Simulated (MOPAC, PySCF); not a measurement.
CH$_{4}$S$_{2}$, SMILES `SSC` (C–S–S–H torsion 88°), neutral singlet in the gas phase. 

Cartesian coordinates (Å):
SMILES: S(S)C
```xyz
7

C     -0.9542     0.1256     0.2299
S      0.2097    -0.7794    -0.8066
S      1.9592     0.2198    -0.5085
H     -0.9763     1.1795    -0.0445
H     -0.7080     0.0137     1.2855
H     -1.9345    -0.3182     0.0395
H      2.4041    -0.4410     0.5797
```
Charge 0, spin multiplicity 1.

All levels are single points at this geometry (PBE0-D3(BJ)/def2-TZVP); Pople sets use spherical d functions. Orbital energies aren't observables, and empty levels follow the basis.

PM3 in MOPAC gives gap (eV) = 7.46.

### Question
Estimate the gap (eV) from each of these levels: PBE-D3(BJ)/def2-TZVP in PySCF; PBE0-D3(BJ)/def2-TZVP in PySCF; B3LYP/6-31G* in PySCF; HF/6-31G* in PySCF; PM7 in MOPAC.

### Answer

```json
[
 {"level": "PBE-D3(BJ)/def2-TZVP in PySCF", "gap (eV)": "4.20"},
 {"level": "PBE0-D3(BJ)/def2-TZVP in PySCF", "gap (eV)": "6.43"},
 {"level": "B3LYP/6-31G* in PySCF", "gap (eV)": "5.99"},
 {"level": "HF/6-31G* in PySCF", "gap (eV)": "13.20"},
 {"level": "PM7 in MOPAC", "gap (eV)": "7.98"}
]
```
